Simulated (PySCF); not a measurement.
Compound: C₅H₁₁FOSi₂.
Numbering: `[CH3:1][O:2][Si@@H:3]1[CH2:4][C:5]([CH2:6][SiH3:7])=[C:8]1[F:9]`

NICS is the negative of the GIAO shielding at a point without a nucleus: at the ring centre (0) and 1 Å above and below it (1); zz is the component along the ring normal. Level: GIAO PBE0/pcSseg-1 (PySCF, non-relativistic, gas phase) on the GFN2-xTB geometry, one conformer.

Ring bond lengths (Å), with Mayer bond orders in brackets: Si3–C4 1.913 (0.89), C4–C5 1.513 (1.00), C5–C8 1.341 (1.70), C8–Si3 1.887 (0.89).

Problem. Give the NICS values of each ring in ppm.

Solution. 
```json
{"ring": "Si3–C4–C5–C8", "type": "4-membered ring with Si; formal bonds 1 double, 3 single", "NICS(0)": "-8.9", "NICS(1), two faces": "-3.5 / -5.1", "NICS(1)zz, two faces": "1.1 / -2.2", "rms pucker (Å)": "0.01", "centre to ring atoms, mean (Å)": "1.17"}
```

Problem. What can be read from them?

Solution. 
- Si3–C4–C5–C8: mean NICS(1)zz -0.5 ppm, near zero. Si3, C4 have four or more neighbours, so the value isn't read as a sign of a π ring current. The two faces differ by 3.3 ppm, so no symmetry operation interchanges them.

Problem. What is the mean of the two in-plane components of NICS at the second NICS(1) probe listed for ring Si3–C4–C5–C8, 1 Å off the ring?

Solution. The isotropic value is a third of the trace: (3 × -5.1 − (-2.2))/2 = -6.5 ppm.

Problem. What are the shieldings of the ring atoms and their hydrogens in the same run (means over atoms taken as equivalent)?

Solution. 
```
   atoms                      environment  σ isotropic (ppm)  principal values of the symmetric part, first atom (ppm)
     Si3             oxygen-bound silicon              366.7                                       341.5, 350.3, 408.4
      C4      sp3 carbon bound to silicon              167.9                                       153.2, 167.3, 183.2
      C5  fully substituted alkene carbon               41.9                                        -80.5, 70.0, 136.1
      C8               vinylic C–F carbon               18.0                                         -54.0, 47.5, 60.3
H on Si3                    Si–H hydrogen              26.28                                          22.8, 24.8, 31.3
 H on C4               methylene hydrogen              30.57                                          27.1, 28.1, 36.5
 H on C4               methylene hydrogen              30.17                                          26.7, 28.7, 35.0
```

The values belong to the conformer `[CH3:1][O:2][Si@@H:3]1[CH2:4][C:5]([CH2:6][SiH3:7])=[C:8]1[F:9]`: C1–O2–Si3–C4 173°, C4–C5–C6–Si7 -83°.
